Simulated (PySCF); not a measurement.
A calculated (HSE06, PySCF 2.14, x2c-TZVPPall with one added diffuse shell each of s, p, d type, scalar relativity by spin-free X2C-1e) atom or ion has these occupied shells.

```tsv
shell	electrons	orbital energy (eV)	rms radius, mean of both spins (bohr)
1s β	1	-13380.4	0.0492
1s α	1	-13380.4	0.0492
2s β	1	-1768.9	0.205
2s α	1	-1768.8	0.205
2p β	3	-1560.4	0.183
2p α	3	-1560.4	0.183
3s β	1	-260.92	0.590
3s α	1	-260.70	0.590
3p β	3	-194.44	0.609
3p α	3	-194.37	0.609
3d β	5	-84.416	0.654
3d α	5	-84.336	0.654
4s β	1	-32.977	1.74
4p β	2	-19.199	2.09
4p α	3	-18.819	2.09
```

Problem. Name the element and its charge.

Solution. Br⁺ (bromine, charge +1), in [Ar] 3d10 4s1 4p5, 4s spin antiparallel (an excited configuration).
